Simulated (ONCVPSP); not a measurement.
## antimony: one change to an ONCV potential, before and after

Sb, optimised norm-conserving Vanderbilt (ONCV), made with ONCVPSP 4.0.1 (LDA (Perdew-Wang 92), scalar-relativistic). Core [Ar] 3d10, reference 4s2 4p6 4d10 5s1.5 5p3.5. Waves: 4s+5s: rc 1.20 bohr, ncon 4, nbas 8, qcut 9.9 1/bohr, 2 projectors; 4p+5p: rc 1.15 bohr, ncon 4, nbas 7, qcut 14.1 1/bohr, 2 projectors; 4d: rc 0.95 bohr, ncon 3, nbas 7, qcut 8.5 1/bohr, local. Local part: the d channel. Core correction: Teter function fitted to the true core (icmod 2), fcfact 0.5.

All-electron outer shells of the reference configuration (LDA (PZ), scalar-relativistic, ld1.x):

```
shell  level (eV)  outermost node (bohr)  outermost maximum (bohr)
   3p     -750.70                   0.13                      0.30
   3d     -516.87                      –                      0.24
   4s     -149.23                   0.39                      0.73
   4p     -102.33                   0.39                      0.76
   4d      -34.25                   0.38                      0.84
   5s      -13.50                   0.95                      1.88
   5p       -5.29                   1.04                      2.29
```

Change: s: qcut 11.3.

Cutoffs: the cutoffs (Ha) at which the residual kinetic energy of the hardest occupied pseudo-wave falls to 1 and 0.1 mHa per electron; they do not see the model core or the augmentation charge, which bear on the density cutoff. Errors are all-electron minus pseudo energies relative to the spin-unpolarised reference configuration.

Question: What does the change do?

Answer: The potential gets neither clearly harder nor softer (120 Ha and 224 Ha → 120 Ha and 224 Ha); the d channel sets the loose cutoff, while the largest relative change is in s, which becomes harder; the errors of the 4 common tests hardly move; neither file shows a bound ghost.

```tsv
quantity	base	changed
cutoff, loose	120 Ha	120 Ha
cutoff, tight	224 Ha	224 Ha
loose cutoff by channel	s 39 Ha, p 60 Ha, d 120 Ha	s 46 Ha, p 60 Ha, d 120 Ha
bound ghosts	none	none
GHOST(+) flags under 300 eV	none	none
error for 4s2 4p6 4d10 5s2 5p3, meV [ΔE -4.08 eV]	+0.1	+0.2
error for 4s2 4p6 4d10 5s2 5p2, meV [ΔE 4.44 eV]	-1.3	-1.2
error for 4s2 4p6 4d10 5s2 5p1, meV [ΔE 20.69 eV]	-4.3	-4.3
error for 4s2 4p6 4d9 5s2 5p4, meV [ΔE 26.94 eV]	-3.9	-3.9
s: phases at 1.22 bohr within 0.05 rad from the reference energy up to (Ha; the scan ends near 5)	to the end of the scan	to the end of the scan
p: phases at 1.17 bohr within 0.05 rad from the reference energy up to (Ha; the scan ends near 5)	to the end of the scan	to the end of the scan
d: phases at 0.97 bohr within 0.05 rad from the reference energy up to (Ha; the scan ends near 5)	to the end of the scan	to the end of the scan
rms error of d²Exc/dni dnj with the model core, mHa	0.53	0.48
```
